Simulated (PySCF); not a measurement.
All of these have the formula C4H8N2Si. Method used: TDDFT CAM-B3LYP/def2-SVPD, vertical, gas phase, core orbitals frozen in the response (PySCF 2.14.0, density-fitted response routines). Geometries: GFN2-xTB; one conformer of each isolated species. Triplets are in the Tamm–Dancoff approximation.

A. `Cc1n(cnc1)[SiH3]`
B. `C#C[C@@H]1CN[SiH2]N1`
C. `C[SiH2]/N=C(/C)C#N`

Lowest singlet levels (six at most, fewer where fewer were computed) with oscillator strengths:

1. 208 nm (f 0.005); 200 nm (f 0.009); 196 nm (f 0.011); 190 nm (f 0.005); 187 nm (f 0.003); 181 nm (f 0.005); T1 5.45 eV
2. 324 nm (f 0.001); 197 nm (f 0.334); 194 nm (f 0.001); 178 nm (f 0.008); 177 nm (f 0.017); 168 nm (f 0.065); T1 3.24 eV
3. 211 nm (f 0.000); 196 nm (f 0.167); 189 nm (f 0.003); 188 nm (f 0.000); 183 nm (f 0.000); 181 nm (f 0.024); T1 4.37 eV

Question: Which spectrum belongs to which structure?

Answer: 1 = B, 2 = C, 3 = A.
- A: S1 at 5.86 eV, HOMO→LUMO (95%); Löwdin shares by element: HOMO carbon 70% or more, nitrogen 10% or more (atoms not listed hold the other 20%); LUMO silicon 37%, hydrogen 18% or more, carbon 8% or more (atoms not listed hold the other 37%); HOMO -7.72 and LUMO 0.84 eV; point group Cs, 3 of its 6 listed states under f = 0.0005.
- B: S1 at 5.95 eV, HOMO→LUMO+1 (90%); Löwdin shares by element: HOMO nitrogen 55% or more, carbon 11% or more, silicon 9%, hydrogen 6% or more (atoms not listed hold the other 19%); LUMO (one of a set within 0.03 eV) silicon 22%, carbon 19% or more, hydrogen 9% or more (atoms not listed hold the other 50%); HOMO -8.12 and LUMO 1.21 eV.
- C: S1 at 3.82 eV, HOMO→LUMO (96%); Löwdin shares by element: HOMO nitrogen 58% or more, silicon 11%, carbon 10% or more, hydrogen 7% or more; LUMO nitrogen 44%, carbon 40% or more (atoms not listed hold the other 16%); HOMO -9.15 and LUMO -0.96 eV.
A and B have S1 within 0.09 eV of each other; their strongest listed levels stand at 6.32 eV (f 0.167) and 6.33 eV (f 0.011).
